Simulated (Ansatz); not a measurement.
C6H12 (SMILES CC1(C)CCC1), singlet, geometry from GFN2-xTB; Ansatz (a program for electronic structure) with R2SCAN/def2-TZVPP.

The Ansatz input:
Ansatz 0.2 input:
```yaml
crystal:
  periodic: [false, false, false]
  atoms:
    - {symbol: C, position_ang: [-0.90403502, -1.38947426, -0.55123248]}
    - {symbol: C, position_ang: [-0.39668695, -0.07348036, 0.02249991]}
    - {symbol: C, position_ang: [-1.54973557, 0.73867842, 0.59363861]}
    - {symbol: C, position_ang: [0.52010224, 0.69722434, -0.95389256]}
    - {symbol: C, position_ang: [1.73789216, 0.34549853, -0.08694655]}
    - {symbol: C, position_ang: [0.80581751, -0.25428967, 0.97597851]}
    - {symbol: H, position_ang: [-1.62365351, -1.20463684, -1.34680392]}
    - {symbol: H, position_ang: [-0.08076861, -1.97088878, -0.95977990]}
    - {symbol: H, position_ang: [-1.39116788, -1.97888085, 0.22352620]}
    - {symbol: H, position_ang: [-1.19055926, 1.67972426, 1.00444126]}
    - {symbol: H, position_ang: [-2.04743152, 0.18465003, 1.38752584]}
    - {symbol: H, position_ang: [-2.27994562, 0.95898886, -0.18299661]}
    - {symbol: H, position_ang: [0.54112620, 0.30974238, -1.97056923]}
    - {symbol: H, position_ang: [0.30736499, 1.76380081, -0.99061306]}
    - {symbol: H, position_ang: [2.39864654, -0.38712457, -0.54598693]}
    - {symbol: H, position_ang: [2.33476019, 1.19342612, 0.24275458]}
    - {symbol: H, position_ang: [0.73213640, 0.34918984, 1.87851631]}
    - {symbol: H, position_ang: [1.01936587, -1.28293326, 1.25971285]}
basis:
  gaussian:
    orbitals: def2-TZVPP
hamiltonian:
  xc: r2scan
```

What the program printed (banner, timings and long lists left out):

```
Functional definition: r2SCAN
1788 factors; their error is unknown
mean field evaluation 1: about -6396.5774 eV, gradient 8.9e1 eV
mean field evaluation 2: about -6370.5935 eV, gradient 1.3e2 eV
mean field evaluation 4: about -6415.6651 eV, gradient 8.4e0 eV
mean field evaluation 8: about -6415.8309 eV, gradient 1.6e-1 eV
mean field evaluation 16: about -6415.7586 eV, gradient 6.0e-4 eV
mean field -6415.75861358 eV, -235.7747802917 hartree, gradient 6.3e-5 eV, S^2 0.000000; 0 other end points of the search recorded, 0 dependent functions left out
reference -6415.75862760 eV, -235.7747808069 hartree; 24, 24 occupied and 330, 330 virtual orbitals, 1788 factors
Total energy: -6415.75862760 eV, -235.7747808069 hartree
```
